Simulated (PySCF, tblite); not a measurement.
Compound: C₄H₆F₃P.
Numbering: `[CH3:1][CH2:2]/[CH:3]=[P:4]\[C:5]([F:6])([F:7])[F:8]` (hydrogens: H9, H10, H11 on C1; H12, H13 on C2; H14 on C3)

Structure used (GFN2-xTB), in Å, numbered top down from 1:
```
atom  x, y, z in Å
C1    -1.533   -0.758    0.916
C2    -0.888    0.429    0.193
C3    -0.432    0.015   -1.162
P4     1.082   -0.161   -1.847
C5     2.209    0.360   -0.393
F6     3.493    0.236   -0.757
F7     2.041    1.639   -0.014
F8     2.050   -0.396    0.707
H9    -0.800   -1.546    1.072
H10   -2.360   -1.160    0.335
H11   -1.910   -0.440    1.884
H12   -1.637    1.218    0.075
H13   -0.077    0.823    0.802
H14   -1.239   -0.261   -1.833
```

Computed, not measured: B3LYP/def2-SVPD in PySCF (dipole) on a GFN2-xTB geometry, gas phase.

Take the most abundant isotopes and a rigid rotor. The values belong to one conformer with, in the numbering `[CH3:1][CH2:2]/[CH:3]=[P:4]\[C:5]([F:6])([F:7])[F:8]`, C1–C2–C3–P4 -112°.

Problem. Give the principal moments of inertia and the rotational constants in MHz.

Solution. Ia = 188.81, Ib = 431.30, Ic = 503.09 u·Å²; 505379 MHz·u·Å²/I gives A = 2677, B = 1172, C = 1005 MHz.

Problem. What kind of rotor is it?

Solution. An asymmetric top: κ = (2 × 1172 − 2677 − 1005)/(2677 − 1005) = -0.80.

Problem. Is it planar, by Δ = Ic − Ia − Ib?

Solution. Not planar: Δ = Ic − Ia − Ib = -117.01 u·Å². For a rigid frame Δ = −2 Σ m c², so Σ m c² = 58.50 u·Å² lies off the ab plane: 5.54 from hydrogen and 52.97 from heavier atoms. The atom farthest from that plane is 1.53 Å away.

Problem. Give the other two planar moments, Paa and Pbb, and the rms extents of the mass along the axes.

Solution. Paa = Σ m a² = (Ib + Ic − Ia)/2 = 372.79 and Pbb = Σ m b² = (Ia + Ic − Ib)/2 = 130.30 u·Å². With the mass M = 142.02 u, the rms extents √(P/M) along a, b and c are 1.62, 0.96, 0.64 Å.

Problem. Which types of transition are allowed, and where do some lines up to J = 2 fall?

Solution. The dipole components are |μa| = 2.84 D, |μb| = 0.49 D, |μc| = 0.31 D. Intensities carry the squares of the components, which stand as 1.00 : 0.03 : 0.01 (a : b : c). Some lines, for components of 0.1 D or more:

```tsv
type	branch	J(Ka,Kc)	MHz	lower level (cm⁻¹)
a	Q	2(1,1) ← 2(1,2)	502	0.262
c	Q	2(1,2) ← 2(0,2)	1351	0.217
c	Q	1(1,1) ← 1(0,1)	1505	0.073
b	Q	1(1,0) ← 1(0,1)	1672	0.073
b	Q	2(1,1) ← 2(0,2)	1853	0.217
a	R	1(0,1) ← 0(0,0)	2176	0.000
b	R	2(0,2) ← 1(1,1)	2834	0.123
b	R	1(1,1) ← 0(0,0)	3681	0.000
c	R	1(1,0) ← 0(0,0)	3848	0.000
a	R	2(1,2) ← 1(1,1)	4185	0.123
c	Q	2(2,1) ← 2(1,1)	4515	0.279
a	R	2(1,1) ← 1(1,0)	4520	0.128
b	Q	2(2,0) ← 2(1,1)	4528	0.279
b	Q	2(2,1) ← 2(1,2)	5017	0.262
b	R	2(1,2) ← 1(0,1)	5690	0.073
c	R	2(1,1) ← 1(0,1)	6192	0.073
b	R	2(2,1) ← 1(1,0)	9035	0.128
c	R	2(2,0) ← 1(1,0)	9048	0.128
c	R	2(2,1) ← 1(1,1)	9202	0.123
b	R	2(2,0) ← 1(1,1)	9215	0.123
```

Problem. Estimate the classical rotational partition function at 10 K, 25 K and 500 K.

Solution. Point group C1, symmetry number σ = 1; q = (√π/σ)·√((kT/h)³/(ABC)), k/h = 20836.6 MHz/K: 3000 at 10 K, 11900 at 25 K, 1060000 at 500 K.

Its lowest GFN2-xTB frequency is 14 cm⁻¹, too small to tell a flat minimum from a shallow saddle. No vibrational averaging or centrifugal distortion is included, and the geometry carries the error of its method. A rigid rotor knows nothing of internal rotation, which can split or shift real lines.
